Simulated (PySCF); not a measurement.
**Working out the ionisation energy of Mo**

Mo [Kr] 4d5 5s1 (7S) → Mo⁺ [Kr] 4d5 (6S). Calculation: PySCF 2.14, in aug-cc-pwCVDZ-PP with ECP28MDF (6s6p5d3f, 70 functions); a scalar-relativistic core potential. Frozen: nothing. Energies in hartree (1 hartree = 27.21139 eV):

```tsv
part	Mo (lower)	Mo⁺ (upper)
UHF	-67.344389	-67.114838
CCSD correlation	-0.367012	-0.338676
(T)	-0.010236	-0.007926
```

What does Hartree-Fock give?

(-67.114838) − (-67.344389) = 0.229551 hartree = 6.246 eV.

What do CCSD and CCSD(T) give?

The CCSD correlation energies differ by 0.028336 hartree = 0.771 eV and the triples by 0.002310 hartree = 0.063 eV, so CCSD gives 7.017 eV and CCSD(T) 7.080 eV.

Measured between the centres of the two terms (NIST): 7.092 eV, so CCSD(T) (valence and next inner shell) is off by -0.012 eV.

A double-zeta basis recovers only part of the correlation energy.

What remains against the reference includes basis incompleteness and higher excitations.
